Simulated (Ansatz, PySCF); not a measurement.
Species: trifluoro(iodo)germane, GeIF3 (charge 0, singlet). SMILES: [F][Ge]([F])([F])[I]
Geometry: optimised at B3LYP-D3(BJ)/def2-TZVP (Ansatz, a first-principles code).

Quantity: atomisation energy, in kcal/mol. Terms: 6-31G* and kin with 6d, 5d where marked; frozen cores in correlated levels (noble-gas shells and the d and f shells of earlier blocks); STO-3G and 3-21G all-electron and non-relativistic; dispersion terms only where a functional's name holds one; UHF or UKS for open shells; atomisation electronic, to ground-state atoms; LANL2DZ with its own core potentials from Na on; def2 sets with scalar-relativistic core potentials past Kr; spin-orbit terms left out. Ab initio and DFT rows: single points at B3LYP-D3(BJ) geometries (Ansatz).

```
level                                     program  atomisation energy (kcal/mol)
---------------------------------  --------------  -----------------------------
HF/STO-3G                                  Ansatz                          239.0
HF/3-21G                                   Ansatz                          252.5
HF/LANL2DZ                                 Ansatz                          197.1
HF/6-31G* with LANL2DZ past Ar             Ansatz                          243.3
SVWN5/6-31G* with LANL2DZ past Ar          Ansatz                          462.0
PBE/def2-SVP                               Ansatz                          413.7
PBE/6-31G* with LANL2DZ past Ar            Ansatz                          400.7
BP86/def2-SVP                               PySCF                          408.5
B3LYP/LANL2DZ                              Ansatz                          337.5
B3LYP/6-31G* with LANL2DZ past Ar          Ansatz                          377.8
PBE0/6-31G* with LANL2DZ past Ar           Ansatz                          373.9
MP2/LANL2DZ                                Ansatz                          320.8
MP2/6-31G* with LANL2DZ past Ar            Ansatz                          381.8
r2SCAN-D4/def2-TZVPD               Ansatz + dftd4                          407.2
B3LYP/def2-TZVPD                           Ansatz                          388.9
```

No value to compare with is used here. The 13 habitual levels span 197.1 (HF/LANL2DZ) to 462.0 kcal/mol (SVWN5/6-31G* with LANL2DZ past Ar); r2SCAN-D4/def2-TZVPD gives 407.2.

The levels are drawn from those run, B3LYP/6-31G* more often than the rest, none by its result; left out are runs that failed, that the program found above a lower state of the same kind, or whose <S^2> lies over 0.5 above the pure value.
